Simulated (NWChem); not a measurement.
# C$_{2}$H$_{4}$OS; SMILES O=CCS

```xyz
8

O     -0.3943     2.1210    -0.1346
C     -0.2304     1.0316     0.3386
C      0.8595     0.0781    -0.0860
S      0.1796    -1.5453    -0.5509
H     -0.9051     0.6342     1.1427
H      1.6048    -0.0362     0.7178
H      1.3659     0.4875    -0.9718
H     -0.0411    -1.9911     0.7050
```
Atoms are numbered in this order, from 1.

All runs: NWChem. Geometry: optimised at PBE0/def2-SVP. Vzz is the largest principal value of the second derivative of the potential at the nucleus (NWChem prints the opposite sign); η is the asymmetry. Non-relativistic.

For level PBE/cc-pVTZ:

```
Property        Value
-------------  ------
Vzz S4 (a.u.)  -2.636
```

Problem. What are these values for level PBE/def2-SVP?

Solution. The vzz S4 (a.u.) is -2.722.
